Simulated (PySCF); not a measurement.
Isomers of C6H11B, mass 94.095 u with the commonest isotopes. Method used: PBE0-D3(BJ)/def2-SVP geometry optimisation, gas phase (PySCF 2.14.0). One conformer each, none proved a minimum here; rigid rotors.

Question: Order these by radius of gyration √(Σ m r²/M), largest first.
A. `[BH2:1]/[C:2](=[CH:3]/[CH3:4])[C:5](=[CH2:6])[CH3:7]` with B1–C2–C5–C6 118°
B. `[CH2:1]=[CH:2]/[CH:3]=[CH:4]/[B:5]([CH3:6])[CH3:7]` with C1–C2–C3–C4 180°
C. `CC=C=CB(C)C`
D. `[BH2:1]/[C:2](=[CH:3]\[CH3:4])[C:5](=[CH2:6])[CH3:7]` with B1–C2–C5–C6 5°
E. `[CH2:1]=[CH:2][C@@H:3]1[BH:4][CH2:5][CH2:6][CH2:7]1` with C1–C2–C3–B4 -107°, C2–C3–B4–C5 -146°, C3–B4–C5–C6 -10°, B4–C5–C6–C7 29°, C5–C6–C7–C3 -39°

Answer: B (2.400 Å), C (2.308 Å), D (2.027 Å), E (1.992 Å), A (1.928 Å).

Question: Order these by out-of-plane moment Σ m c² = (Ia + Ib − Ic)/2, largest first.
A. `[CH2:1]=[C:2]=[CH:3][CH2:4][B:5]([CH3:6])[CH3:7]` with C2–C3–C4–B5 -116°, C3–C4–B5–C6 178°
B. `[BH2:1]/[C:2](=[CH:3]\[CH3:4])[C:5](=[CH2:6])[CH3:7]` with B1–C2–C5–C6 5°
C. `[BH2:1]/[C:2](=[CH:3]/[CH3:4])[C:5](=[CH2:6])[CH3:7]` with B1–C2–C5–C6 118°
D. `CC=C=CB(C)C`
E. `[CH2:1]=[CH:2][C@@H:3]1[BH:4][CH2:5][CH2:6][CH2:7]1` with C1–C2–C3–B4 -107°, C2–C3–B4–C5 -146°, C3–B4–C5–C6 -10°, B4–C5–C6–C7 29°, C5–C6–C7–C3 -39°
F. `[CH3:1][C:2]#[C:3][CH2:4][B:5]([CH3:6])[CH3:7]` with C3–C4–B5–C6 8°

Answer: C (39.03 u·Å²), A (25.15 u·Å²), D (19.48 u·Å²), E (15.51 u·Å²), F (6.81 u·Å²), B (3.28 u·Å²).

Question: Order these by dipole moment, smallest first.
A. `[CH3:1][C:2]#[C:3][CH2:4][B:5]([CH3:6])[CH3:7]` with C3–C4–B5–C6 8°
B. `C(=CC)=CB(C)C`
C. `[BH2:1]/[C:2](=[CH:3]\[CH3:4])[C:5](=[CH2:6])[CH3:7]` with B1–C2–C5–C6 5°

Answer: A (0.27 D), B (0.83 D), C (1.81 D).

| SMILES | point group | Ia (u·Å²) | Ib (u·Å²) | Ic (u·Å²) | κ | μa (D) | μb (D) | μc (D) |
| --- | --- | --- | --- | --- | --- | --- | --- | --- |
| B/C(=C\C)C(=C)C | – | 118.15 | 271.84 | 383.43 | -0.63 | 0.73 | 1.66 | 0.00 |
| CC=C=CB(C)C | C1 | 89.98 | 430.72 | 481.74 | -0.95 | 0.82 | 0.07 | 0.11 |
| C=C/C=C/B(C)C | near Cs | 78.11 | 467.29 | 539.02 | -0.95 | 0.89 | 0.03 | 0.00 |
| B/C(=C/C)C(=C)C | C1 | 162.85 | 225.89 | 310.68 | -0.17 | 1.01 | 1.29 | 0.70 |
| C=C[C@@H]1BCCC1 | C1 | 80.50 | 308.37 | 357.86 | -0.91 | 0.78 | 0.31 | 0.05 |
| C=C=CCB(C)C | C1 | 91.98 | 438.04 | 479.72 | -0.95 | 0.72 | 0.04 | 0.05 |
| CC#CCB(C)C | C1 | 79.38 | 459.24 | 524.99 | -0.95 | 0.21 | 0.16 | 0.03 |
